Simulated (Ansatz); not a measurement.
Relaxation of CH5ClSn (8 atoms, charge 0, multiplicity 1), to a largest force component of 0.03 eV/Å in at most 50 steps.

These are results of Ansatz 0.2.0, RHF/def2-SVP, not measurements.

```xyz
8
Properties=species:S:1:pos:R:3
Sn 0.069 0.134 -0.860
Cl 1.972 -0.136 2.192
H 2.364 0.234 0.984
H -1.279 1.135 -0.316
C -1.106 -1.730 -0.849
H -1.582 -1.872 0.128
H -1.906 -1.663 -1.593
H -0.495 -2.608 -1.073
```

Question: Where does it end, and by what steps?

Answer: The run converged. After 13 steps the energy has fallen by 0.140 eV; Cl2 moved furthest, 0.62 Å.

```csv
step,energy less start (eV),largest force component (eV/Å),accepted
0,0.0000,1.424,yes
1,-0.0494,1.090,yes
2,-0.0698,0.749,yes
3,-0.0533,1.139,no
4,-0.0950,0.248,yes
5,-0.1026,0.213,yes
6,-0.1034,0.205,yes
7,-0.1180,0.350,yes
8,-0.1207,0.726,yes
9,-0.1337,0.303,yes
10,-0.1140,0.344,no
11,-0.1386,0.061,yes
12,-0.1385,0.077,no
13,-0.1396,0.028,yes
```

```xyz
8
Properties=species:S:1:pos:R:3
Sn -0.029 0.206 -1.150
Cl 1.502 -0.173 1.784
H 2.657 0.159 1.360
H -1.216 1.153 -0.237
C -1.070 -1.718 -0.820
H -1.352 -1.853 0.226
H -1.992 -1.714 -1.411
H -0.462 -2.565 -1.140
```

Whether the end is a true minimum wasn't checked by a vibrational analysis.

Time of the run: 21 s on 1 thread of INTEL(R) XEON(R) PLATINUM 8581C CPU @ 2.30GHz (Emerald Rapids), with other jobs on the host, peak memory 0.18 GiB.
